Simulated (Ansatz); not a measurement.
CF2 (SMILES F[C]F) moved off its minimum; all values from Ansatz (a program for electronic structure), cores frozen in correlated methods.
(charge 0, multiplicity 1)
```xyz
3

F     -0.9357    -0.2551    -0.0583
C     -0.2228     0.6377    -0.0468
F      0.9959     0.0087    -0.0411
```

```csv
level,largest force (eV/Å),on atom,rms difference from CCSD(T)/aug-cc-pVTZ (eV/Å),dipole (D)
HF/def2-TZVPP,9.37,F1,1.077,1.37
PBE/def2-TZVPP,11.62,F1,0.284,1.46
r2SCAN/def2-TZVPP,10.99,F1,0.156,1.46
B3LYP/def2-TZVPP,10.85,F1,0.211,1.41
wB97M-V/def2-TZVPP,10.88,F1,0.186,1.42
MP2/aug-cc-pVTZ,11.03,F1,0.123,1.43
CCSD(T)/aug-cc-pVTZ,11.28,F1,0.000,1.36
```

The differences count from one level among others, with limits of its own. Forces at CCSD(T)/aug-cc-pVTZ (eV/Å):

| atom | Fx | Fy | Fz |
|---|---|---|---|
| F1 | -8.014 | -7.935 | -0.115 |
| C2 | 7.559 | 6.940 | 0.105 |
| F3 | 0.455 | 0.995 | 0.010 |
